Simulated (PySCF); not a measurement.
# ReSe2, quartet: data card

Computed with UPBE0/[Re def2-SVP with ECP60, Se def2-SVP], scalar-relativistic core potentials, density fitting, no spin–orbit coupling, PySCF.

The structure is a minimum.

Z-matrix (Å, degrees; charge 0 multiplicity 4):
```
Re
Se 1 2.2444
Se 1 2.2444 2 128.79
```

```
Point group                                                                   : C2v
Bond lengths                                                                  : Re–Se 2.244 Å (×2)
Bond angles                                                                   : Se–Re–Se 128.8°
Enthalpy at 298.15 K above 0 K                                                : 13.92 kJ/mol
Lowest empty level (α)                                                        : -3.97 eV
Highest occupied level (α)                                                    : -6.65 eV
Principal quadrupole moments (Buckingham, traceless) about the centre of mass : -2.52, 0.67, 1.85 D Å
Atomisation energy without zero-point energy                                  : 694 kJ/mol
Dipole moment                                                                 : 1.44 D
Heat capacity Cp at 298.15 K                                                  : 54.7 J/(mol K)
Zero-point energy                                                             : 4.6 kJ/mol
Rotational symmetry number                                                    : 2
Principal polarisabilities                                                    : 55.0, 71.0, 153.0 bohr³
Entropy at 298.15 K and 1 bar (electronic part: spin only)                    : 336.1 J/(mol K)
Rotational constants                                                          : 0.208, 0.02575, 0.02291 cm⁻¹
Spin squared ⟨S²⟩                                                             : 3.836
```

Harmonic modes (masses in u: Re 186.956, Se 79.917):
```
symmetry  ω (cm⁻¹)  IR (km/mol)   μ (u)
      a1        70          0.0   96.34
      a1       327          2.4   88.15
      b2       368         36.3  104.44
```

In C2v the vibrations span 2a1 + b2. Here b1 is antisymmetric to the molecular plane and b2 lies in it.

Charges (e):
```csv
atom,Mulliken,Löwdin,polar tensor,spin (Mulliken),Mayer order to Re1
Re1,0.37,-0.39,0.78,3.24,–
"Se2,3",-0.19,0.20,-0.39,-0.12,2.06
```
Other Mayer orders above 0.3: Se–Se 0.46.

Mulliken populations on Re1 (electrons outside its core potential): s 2.81, p 6.38, d 5.40, f 0.03.

Formally Re is in oxidation state +4, d3, with 3 unpaired electrons (the high-spin count). The Mulliken spin on Re is 3.24. The polar-tensor charge on Re, 0.78, is far below the formal one.

Other isomers or separated fragments may lie lower. With open d or f shells other occupations or spin states may lie lower. With an element this heavy the missing spin–orbit coupling can shift these numbers.

The final relaxation and frequency run took about 2.8 core-minutes on a shared host.
